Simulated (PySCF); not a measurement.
Bonds: Ga1-S2 2.632 Å. Ga1 carries H5, H6, H7; S2 carries H3, H4.

[PySCF 2.14.0 with density-fitted response routines: geometry: PBE0-D3(BJ)/def2-SVP; GIAO B3LYP/pcSseg-1 (pcSseg-2 on Ga) shieldings; one averaged value for each set of equivalent atoms; no solvent; non-relativistic Hamiltonian; a single conformation]

δ = σ(ref) − σ, references computed at the same level: TMS for ¹H; [Ga(H2O)6]3+ for ⁷¹Ga; ³³S vs CS2.

```json
{"atoms": "H5/H6/H7", "nucleus": "¹H", "count": "3", "δ (ppm)": "4.70"}
{"atoms": "H3/H4", "nucleus": "¹H", "count": "2", "δ (ppm)": "2.05"}
{"atoms": "Ga1", "nucleus": "⁷¹Ga", "count": "1", "δ (ppm)": "?"}
{"atoms": "S2", "nucleus": "³³S", "count": "1", "δ (ppm)": "?"}
```

**Question.** Estimate the values marked ?.

**Answer.** 
- Ga1: 332 ppm, Ga bonded to S, 3 H
- S2: -172 ppm, sulfur bonded to Ga, 2 H

Relativistic effects, spin–orbit coupling among them, are left out; they matter for Ga and for the light atoms bonded to it. Exchangeable OH/NH protons stand at their gas-phase positions; hydrogen bonding in a real sample shifts them, mostly to higher δ. Hydrides on Al or Ga are broadened by the quadrupolar metal nucleus.
